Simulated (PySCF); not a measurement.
r2SCAN on Cu⁻ (copper, charge -1), [Ar] 3d10 4s2, closed-shell 1S. Calculation: PySCF 2.14, in x2c-TZVPPall with one added diffuse shell each of s, p, d, f type (7s6p5d3f1g, 80 functions); scalar relativity by spin-free X2C-1e.

```
cycle= 1 E= -1654.66898463344  delta_E= 0.0673  |g|= 0.755  |ddm|= 0.53
cycle= 2 E= -1654.01217839551  delta_E= 0.657  |g|= 2.13  |ddm|= 0.961
cycle= 3 E= -1654.76013901235  delta_E= -0.748  |g|= 0.207  |ddm|= 0.646
cycle= 4 E= -1654.76950690471  delta_E= -0.00937  |g|= 0.0939  |ddm|= 0.207
cycle= 5 E= -1654.77173256308  delta_E= -0.00223  |g|= 0.00577  |ddm|= 0.053
cycle= 6 E= -1654.7717389731  delta_E= -6.41e-06  |g|= 0.000286  |ddm|= 0.00555
cycle= 7 E= -1654.77173900904  delta_E= -3.59e-08  |g|= 8.83e-05  |ddm|= 0.00156
cycle= 8 E= -1654.77173901379  delta_E= -4.75e-09  |g|= 2.25e-05  |ddm|= 0.000315
cycle= 9 E= -1654.77173901405  delta_E= -2.56e-10  |g|= 2.5e-06  |ddm|= 7.85e-05
converged SCF energy = -1654.77173901405  <S^2> = -1.5987212e-14  2S+1 = 1
```

Highest occupied orbital energy: 1.232 eV; ⟨L²⟩ = 0.00; populations by l: s 8.00, p 12.00, d 10.00, f 0.00.

(1) Can this result be used?

Answers

(1) With care. Self-consistency was reached. At r2SCAN the highest occupied level has a positive energy, so only the finite basis holds that electron; in a semilocal or global hybrid functional this comes from self-interaction and does not mean that the real anion is unbound.
